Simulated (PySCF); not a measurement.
Hf(F)3(NH2) (F₃H₂HfN), SMILES [NH2][Hf]([F])([F])[F], multiplicity 1.

The structure is a stationary point at PBE-D3(BJ)/def2-SVP. The spin state was assumed, not searched. The structure was generated by enumeration; whether it is a known compound was not checked. The def2 effective core potentials stand for the cores of Hf; spin–orbit coupling is left out. The values are those of a single conformer.

Method: PBE-D3(BJ)/def2-SVP (PySCF).

Frequencies are harmonic and unscaled.

Computed vibrational spectrum:
```json
[
 {"mode": "1", "ν (cm⁻¹)": "29", "IR (km/mol)": "8.1", "Raman (Å⁴/amu)": "0.2", "depolarisation": "0.75", "moving atoms (share of kinetic energy)": "H 58 %, F 39 %"},
 {"mode": "2", "ν (cm⁻¹)": "147", "IR (km/mol)": "16.2", "Raman (Å⁴/amu)": "0.6", "depolarisation": "0.71", "moving atoms (share of kinetic energy)": "F 74 %, Hf 14 %, N 10 %"},
 {"mode": "3", "ν (cm⁻¹)": "148", "IR (km/mol)": "0.9", "Raman (Å⁴/amu)": "1.3", "depolarisation": "0.75", "moving atoms (share of kinetic energy)": "F 36 %, N 34 %, H 21 %, Hf 10 %"},
 {"mode": "4", "ν (cm⁻¹)": "149", "IR (km/mol)": "7.0", "Raman (Å⁴/amu)": "0.3", "depolarisation": "0.71", "moving atoms (share of kinetic energy)": "F 79 %, Hf 13 %"},
 {"mode": "5", "ν (cm⁻¹)": "166", "IR (km/mol)": "4.7", "Raman (Å⁴/amu)": "2.0", "depolarisation": "0.74", "moving atoms (share of kinetic energy)": "F 57 %, N 29 %, H 9 %"},
 {"mode": "6", "ν (cm⁻¹)": "204", "IR (km/mol)": "1.5", "Raman (Å⁴/amu)": "1.2", "depolarisation": "0.75", "moving atoms (share of kinetic energy)": "F 55 %, H 41 %"},
 {"mode": "7", "ν (cm⁻¹)": "442", "IR (km/mol)": "205.8", "Raman (Å⁴/amu)": "1.2", "depolarisation": "0.70", "moving atoms (share of kinetic energy)": "H 78 %, N 21 %"},
 {"mode": "8", "ν (cm⁻¹)": "482", "IR (km/mol)": "17.7", "Raman (Å⁴/amu)": "0.4", "depolarisation": "0.75", "moving atoms (share of kinetic energy)": "H 77 %, N 19 %"},
 {"mode": "9", "ν (cm⁻¹)": "632", "IR (km/mol)": "126.8", "Raman (Å⁴/amu)": "3.7", "depolarisation": "0.21", "moving atoms (share of kinetic energy)": "N 52 %, F 26 %, Hf 13 %, H 9 %"},
 {"mode": "10", "ν (cm⁻¹)": "642", "IR (km/mol)": "104.9", "Raman (Å⁴/amu)": "1.6", "depolarisation": "0.27", "moving atoms (share of kinetic energy)": "F 79 %, Hf 13 %"},
 {"mode": "11", "ν (cm⁻¹)": "650", "IR (km/mol)": "2.5", "Raman (Å⁴/amu)": "16.6", "depolarisation": "0.02", "moving atoms (share of kinetic energy)": "F 78 %, N 19 %"},
 {"mode": "12", "ν (cm⁻¹)": "651", "IR (km/mol)": "134.8", "Raman (Å⁴/amu)": "0.2", "depolarisation": "0.75", "moving atoms (share of kinetic energy)": "F 82 %, Hf 15 %"},
 {"mode": "13", "ν (cm⁻¹)": "1456", "IR (km/mol)": "27.6", "Raman (Å⁴/amu)": "6.1", "depolarisation": "0.68", "moving atoms (share of kinetic energy)": "H 90 %, N 10 %"},
 {"mode": "14", "ν (cm⁻¹)": "3457", "IR (km/mol)": "57.0", "Raman (Å⁴/amu)": "146.9", "depolarisation": "0.12", "moving atoms (share of kinetic energy)": "H 96 %"},
 {"mode": "15", "ν (cm⁻¹)": "3544", "IR (km/mol)": "28.6", "Raman (Å⁴/amu)": "72.9", "depolarisation": "0.75", "moving atoms (share of kinetic energy)": "H 92 %, N 8 %"}
]
```
